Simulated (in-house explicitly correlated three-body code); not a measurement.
Computed with an exponentially correlated three-body code. Model: two electrons around a point charge, non-relativistic, variational in 260 exponentially correlated functions (energies converged to about 1e-7 hartree, or 1e-8 relative for large Z).

Command:
```bash
python run_hyl.py task.json out
```
Settings (lengths in bohr, energies in hartree):
```
Z                      7
screening              0.014
interaction_strength   1
functions              260
states_tried           13
```

Cost of the run: 2.7 min on 1 thread of Arm Neoverse N1, with other jobs on the host.

**Those bound S and P states to n = 4 that converged, binding against the one-electron ion.**

Given: nuclear charge 7; Yukawa screening of all interactions 0.014 1/bohr.

Computed: one-electron threshold -24.4021468 hartree.

```json
{"term": "1 1S", "energy (hartree)": "-44.5997227", "binding (eV)": "549.6"}
{"term": "2 3S", "energy (hartree)": "-29.1763705", "binding (eV)": "129.91"}
{"term": "2 3P", "energy (hartree)": "-28.9391167", "binding (eV)": "123.46"}
{"term": "2 1S", "energy (hartree)": "-28.9341306", "binding (eV)": "123.32"}
{"term": "2 1P", "energy (hartree)": "-28.7777541", "binding (eV)": "119.07"}
{"term": "3 3S", "energy (hartree)": "-26.4182362", "binding (eV)": "54.861"}
{"term": "3 1S", "energy (hartree)": "-26.3541736", "binding (eV)": "53.117"}
{"term": "3 3P", "energy (hartree)": "?", "binding (eV)": "?"}
{"term": "3 1P", "energy (hartree)": "-26.3087797", "binding (eV)": "51.882"}
{"term": "4 3S", "energy (hartree)": "-25.4860431", "binding (eV)": "29.494"}
{"term": "4 1S", "energy (hartree)": "-25.4601487", "binding (eV)": "28.79"}
{"term": "4 3P", "energy (hartree)": "?", "binding (eV)": "?"}
{"term": "4 1P", "energy (hartree)": "-25.4411343", "binding (eV)": "28.272"}
```

**Question.** What belongs in the row 3 3P?

**Answer.** energy (hartree): -26.3538959; binding (eV): 53.11.

**Question.** What belongs in the row 4 3P?

**Answer.** energy (hartree): -25.4597297; binding (eV): 28.778.

**Converged states only, values per electron or pair (inverse distances are <exp(-kr)/r>).**

| term | mean r (bohr) | mean r squared (bohr²) | mean inverse r (1/bohr) | mean r12 (bohr) | mean inverse r12 (1/bohr) | mean cosine | mean p1 dot p2 (bohr⁻²) | delta r1 (bohr⁻³) | delta r12 (bohr⁻³) |
| --- | --- | --- | --- | --- | --- | --- | --- | --- | --- |
| 1 1S | 0.22649 | 0.068905 | 6.6736 | 0.33484 | 4.0493 | -0.018942 | 0.81811 | 99.161 | 10.248 |
| 2 3S | 0.57324 | 0.53665 | 4.267 | 0.96734 | 1.2043 | -0.0062451 | 0.060438 | 59.836 | - |
| 2 3P | 0.5111 | 0.42295 | 4.2479 | 0.85659 | 1.4121 | -0.070092 | -2.8498 | 54.059 | - |
| 2 1S | ? | ? | ? | ? | ? | ? | ? | ? | ? |
| 2 1P | 0.52809 | 0.45571 | 4.2313 | 0.86089 | 1.5026 | 0.043508 | 2.6903 | 54.705 | 0.42397 |
| 3 3S | 1.1812 | 2.6498 | 3.828 | 2.1628 | 0.57641 | -0.0020502 | 0.017612 | 56.087 | - |
| 3 1S | ? | ? | ? | ? | ? | ? | ? | ? | ? |
| 3 3P | 1.1303 | 2.4434 | 3.8227 | 2.0641 | 0.63069 | -0.017214 | -0.67238 | 54.457 | - |
| 3 1P | 1.1546 | 2.5589 | 3.8182 | 2.1059 | 0.65827 | 0.010723 | 0.69346 | 54.607 | 0.13854 |
| 4 3S | 2.0401 | 8.4357 | 3.6771 | 3.874 | 0.33 | -0.00088437 | 0.0073395 | 55.21 | - |
| 4 1S | 2.0827 | 8.8137 | 3.6748 | 3.9583 | 0.34914 | -0.0012685 | 0.0093927 | 55.18 | 0.20746 |
| 4 3P | 2.0004 | 8.1622 | 3.6749 | 3.7957 | 0.35179 | -0.0068142 | -0.26232 | 54.537 | - |
| 4 1P | 2.0325 | 8.441 | 3.6731 | 3.8574 | 0.36341 | 0.0042313 | 0.2784 | 54.595 | 0.060119 |

**Question.** What belongs in the row 2 1S?

**Answer.** mean r (bohr): 0.59502; mean r squared (bohr²): 0.58587; mean inverse r (1/bohr): 4.2452; mean r12 (bohr): 1.001; mean inverse r12 (1/bohr): 1.3837; mean cosine: -0.0092264; mean p1 dot p2 (bohr⁻²): 0.070622; delta r1 (bohr⁻³): 59.43; delta r12 (bohr⁻³): 1.7002.

**Question.** What belongs in the row 3 1S?

**Answer.** mean r (bohr): 1.2131; mean r squared (bohr²): 2.8101; mean inverse r (1/bohr): 3.8223; mean r12 (bohr): 2.2243; mean inverse r12 (1/bohr): 0.624; mean cosine: -0.0029489; mean p1 dot p2 (bohr⁻²): 0.021963; delta r1 (bohr⁻³): 56.001; delta r12 (bohr⁻³): 0.49661.

**Electric-dipole lines between converged S and P states, rate of the upper state's decay.**

```
s state  p state  p minus s (eV)  oscillator strength from s  rate (1/s)
   1 1S     2 1P          430.54                     0.67413  1.8074e+12
   1 1S     3 1P          497.72                     0.14374  5.1504e+11
   1 1S     4 1P          521.33                    0.054409  2.1389e+11
   2 1S     2 1P          4.2552                    0.078522  2.0565e+07
   2 1S     3 1P          71.439                     0.36405  2.6874e+10
   2 1S     4 1P          95.049                    0.092009  1.2023e+10
   3 1S     2 1P         -65.949                   -0.059519  1.1233e+10
   3 1S     3 1P               ?                           ?           ?
   3 1S     4 1P               ?                           ?           ?
   4 1S     2 1P         -90.277                   -0.012788  4.5222e+09
   4 1S     3 1P         -23.092                     -0.1337  3.0937e+09
   4 1S     4 1P         0.51741                     0.19081      738840
   2 3S     2 3P           6.456                     0.11023   6.645e+07
   2 3S     3 3P          76.803                     0.33406  2.8502e+10
   2 3S     4 3P          101.13                    0.086682  1.2824e+10
   3 3S     2 3P         -68.597                   -0.062942  1.2852e+10
   3 3S     3 3P          1.7508                     0.18459   8.184e+06
   3 3S     4 3P          26.082                      0.3616   3.558e+09
   4 3S     2 3P         -93.963                    -0.01312  5.0265e+09
   4 3S     3 3P         -23.615                    -0.14407  3.4863e+09
   4 3S     4 3P         0.71602                     0.25471  1.8888e+06
```

**Question.** What belongs in the row 3 1S 3 1P?

**Answer.** p minus s (eV): 1.2352; oscillator strength from s: 0.1367; rate (1/s): 3.0168e+06.

**Question.** What belongs in the row 3 1S 4 1P?

**Answer.** p minus s (eV): 24.845; oscillator strength from s: 0.39429; rate (1/s): 3.5204e+09.

**Static dipole response.**

```json
{"state": "1 1S", "polarisability (bohr³)": "0.0046556"}
{"state": "2 1S", "polarisability (bohr³)": "3.2861"}
{"state": "2 3S", "polarisability (bohr³)": "2.0197"}
```
